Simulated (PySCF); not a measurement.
# From computed data to an observable: chemical shift, span and skew from a shielding tensor

oxadisiletane (CH6OSi2), SMILES C1O[SiH2][SiH2]1. Atoms are numbered in the order given.

```xyz
10

C     -1.2721     0.6139     0.0000
O     -1.1021    -0.8300     0.0000
Si     0.5710    -1.1316     0.0000
Si     0.5788     1.2015     0.0000
H     -1.8474     0.9190    -0.8914
H     -1.8474     0.9190     0.8914
H      1.0205    -1.8873     1.2028
H      1.0205    -1.8873    -1.2028
H      1.0027     1.9569    -1.2124
H      1.0027     1.9569     1.2124
```
Charge 0, spin multiplicity 1.

The structure is a stationary point at TPSSh-D3(BJ)/def2-SVP.

GIAO shieldings from PBE/pcSseg-1 run with PySCF, non-relativistic, no solvent. The symmetric part of the tensor of Si4 has the principal values 297.6, 347.5, 463.3 ppm. The same nucleus in TMS has σ = 335.4 ppm at this level (PySCF, at its B3LYP-D3(BJ)/def2-TZVP geometry).

Task: Work out the isotropic shielding, the ²⁹Si shift against TMS, the span and the skew.

Result: 
σ(iso) = (σ11 + σ22 + σ33)/3 = 369.5 ppm. δ = σ(ref) − σ(iso) = 335.4 − (369.5) = -34.1 ppm.
Span Ω = σ33 − σ11 = 165.7 ppm. Skew κ = 3(σ(iso) − σ22)/Ω = 0.40. Tumbling in solution averages the tensor to δ; in a static solid the shielding alone would spread this spin-1/2 line over Ω.
